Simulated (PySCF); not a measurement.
PBE on Tl⁻ (thallium, charge -1), [Xe] 4f14 5d10 6s2 6p2, high-spin 3P determinant. All numbers are calculated (PySCF 2.14, scalar relativity through the core potential, in aug-cc-pVTZ-PP with ECP60MDF (6s5p4d2f, 55 functions)).

```
cycle= 1 E= -172.551998105789  delta_E= -0.0142  |g|= 0.0243  |ddm|= 0.581
cycle= 2 E= -172.552134963856  delta_E= -0.000137  |g|= 0.0204  |ddm|= 0.106
cycle= 3 E= -172.552291060659  delta_E= -0.000156  |g|= 0.00149  |ddm|= 0.0385
cycle= 4 E= -172.552289762297  delta_E= 1.3e-06  |g|= 0.00174  |ddm|= 0.0185
cycle= 5 E= -172.552295579273  delta_E= -5.82e-06  |g|= 2.3e-05  |ddm|= 0.00981
cycle= 6 E= -172.552295580974  delta_E= -1.7e-09  |g|= 2.43e-06  |ddm|= 0.00041
cycle= 7 E= -172.552295580988  delta_E= -1.39e-11  |g|= 4.71e-07  |ddm|= 5.1e-05
converged SCF energy = -172.552295580988  <S^2> = 2.0011526  2S+1 = 3.0007683
```

Highest occupied orbital energy: 1.201 eV; ⟨L²⟩ = 2.00; populations by l: s 4.00, p 8.00, d 10.00, f 0.00.

Can this result be used?

With care. The calculation finished and met its thresholds. Energies and moments cover only the electrons outside the core potential. Spin-orbit coupling is strong in this species (close to jj coupling), so the high-spin LS determinant is a model state, not a physical level. At PBE the highest occupied level has a positive energy, so only the finite basis holds that electron; in a semilocal or global hybrid functional this comes from self-interaction and does not mean that the real anion is unbound.
